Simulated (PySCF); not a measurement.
A structure optimised at PBE-D3(BJ)/def2-SVP, used in a PySCF frequency run:

```xyz
12

C     -0.7680    -2.4556     0.0000
C      0.1763    -1.5353     0.0000
C      1.1382    -0.6177     0.0000
N      0.9563     0.7706     0.0000
Si    -0.6061     1.5801     0.0000
H     -1.1889    -2.8655    -0.9385
H     -1.1889    -2.8655     0.9385
H      2.1908    -0.9558     0.0000
H      1.8144     1.3204     0.0000
H     -1.4163     1.2277     1.2183
H     -0.2826     3.0471     0.0000
H     -1.4163     1.2277    -1.2183
```
Charge 0, spin multiplicity 1.

Question: Write its SMILES, formula and point group.

Answer: C=C=CN[SiH3], C3H7NSi, Cs

Question: What are its rotational constants (standard atomic weights)?

Answer: 7.6612, 2.2950, 1.8269 GHz
